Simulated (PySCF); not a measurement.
A made-up structure of GeSiH4O, closed shell:

```xyz
7
angstrom
O -1.6375 -1.6153 1.1546
Si -0.7630 -1.1560 -0.0016
Ge 0.5280 0.8512 0.0290
H -0.6405 -1.9459 -1.2662
H 0.2014 1.6714 -1.2295
H -2.0952 -1.8081 1.9878
H 2.0177 0.4736 -0.0114
```

It is relaxed with PBE-D4/def2-SVP and then PBE0-D4/def2-TZVP (PySCF 2.14 with density fitting (its default auxiliary sets; JK sets also for MP2 and CCSD(T))). Atoms count as bonded within 1.22 times the sum of their covalent radii (H–H: 0.88 Å). The end point is not checked to be a true minimum.

Problem. Does its bonding change? (A judgement: the text doesn't fix the answer.)

Solution. Computed: Yes. Formed: Si2–H7; broken: none.

Where it ends: The first stage lowers the energy by 2.29 eV in 26 steps. It ends as GeSiH₄O ([OH][SiH]1[H][GeH]1):
O1  (-1.127, -1.817, 1.057)
Si2  (-0.679, -0.737, -0.098)
Ge3  (0.242, 1.346, 0.188)
H4  (-0.722, -1.552, -1.339)
H5  (0.270, 1.129, -1.397)
H6  (-1.239, -1.476, 1.947)
H7  (0.959, -0.341, 0.089)
(Å)

Labels in which every atom is bracketed show which atoms are joined, not bond orders.

For scale, one of the runs: PBE0-D4/def2-TZVP relaxation, 140 basis functions, launched by `OMP_NUM_THREADS=2 python run.py`. Time: 62 s of wall clock on 2 CPU threads of an Intel Xeon Platinum 8488C; the host was shared. Peak host memory: 1.3 GiB.
